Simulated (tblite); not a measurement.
Compound: C8H7O2P.
Cartesian coordinates in Å at the GFN2-xTB level; atoms count from 1:
```
atom  x, y, z in Å
C1    -2.7530    1.0841    1.6134
C2    -2.3333    0.3332    0.3780
O3    -3.1302   -0.0845   -0.4307
C4    -0.8678    0.1287    0.2004
C5    -0.4663   -0.5656   -0.9369
C6     0.8442   -0.8456   -1.2620
C7     1.9145   -0.4480   -0.4595
C8     3.2880   -0.7887   -0.8796
O9     4.2885   -0.5043   -0.2761
C10    1.7459    0.2574    0.7238
P11    0.2383    0.7601    1.4054
H12   -3.8365    1.1691    1.6355
H13   -2.3095    2.0784    1.6131
H14   -2.4101    0.5588    2.5033
H15   -1.2571   -0.8989   -1.5974
H16    1.0557   -1.3924   -2.1701
H17    3.3319   -1.3508   -1.8335
H18    2.6480    0.5152    1.2680
```

Computed values, GFN2-xTB/tblite, gas phase, harmonic and unscaled. This tight-binding method is rough: wavenumbers can miss measured ones by several per cent, in bad cases by 10 to 20. One conformer, not necessarily the lowest.

Harmonic wavenumbers (cm⁻¹): 26.6, 55.2, 118.9, 149.0, 151.9, 205.2, 223.4, 274.8, 290.5, 378.9, 412.2, 435.9, 497.1, 563.5, 594.7, 614.2, 672.8, 730.0, 791.4, 850.0, 858.7, 923.8, 927.5, 978.2, 984.5, 1006.1, 1021.7, 1147.5, 1160.2, 1215.3, 1248.1, 1306.9, 1362.5, 1366.9, 1398.9, 1436.4, 1451.1, 1507.6, 1536.8, 1726.5, 1751.5, 2760.3, 3013.4, 3019.1, 3034.4, 3055.1, 3056.5, 3074.8.

A = 2589, B = 548.5, C = 453.9 MHz; mass 166.018 u (most abundant isotopes); point group Cs, symmetry number 1.

Task: What is the zero-point energy?

Result: Half the sum of the wavenumbers: 27683 cm⁻¹ = 79.15 kcal/mol.

Task: Give the ideal-gas entropy at 298.15 K and 1 bar in the rigid-rotor, harmonic-oscillator model (classical rotation).

Result: Translation 41.26, rotation 30.59, vibration 33.18: S = 105.0 cal/(mol K).

Task: And Cp and H(298.15 K) − H(0)?

Result: Cp = 41.08 cal/(mol K), of which vibrations give 33.13 (their classical limit is 48 R = 95.4); H(298.15 K) − H(0) = 7.45 kcal/mol without the zero-point energy, 5.08 from vibrations.

Task: What must be added to the electronic energy to get the Gibbs energy at 298.15 K and 1 bar?

Result: ZPE + [H(298.15 K) − H(0)] − T·S = 79.15 + 7.45 − 31.31 = 55.29 kcal/mol.

Task: Which modes carry the vibrational entropy at 298.15 K?

Result: 26.6 cm⁻¹: 6.07; 55.2 cm⁻¹: 4.62; 118.9 cm⁻¹: 3.12; 149.0 cm⁻¹: 2.68; 151.9 cm⁻¹: 2.65; 205.2 cm⁻¹: 2.09 cal/(mol K); the other 42 give 11.95 together.

Task: Blend soft modes into free rotors: weight 1/[1 + (100 cm⁻¹/ν̃)⁴] for the oscillator and the rest for a rotor with moment μB/(μ + B), μ = h/(8π²ν), B = 10⁻⁴⁴ kg m². What vibrational entropy results?

Result: 30.02 cal/(mol K) in place of 33.18, which changes −T·S at 298.15 K by +0.94 kcal/mol.

Hindered rotation and anharmonicity are outside this model. Other conformers, if any are populated, would add a mixing term that is left out.
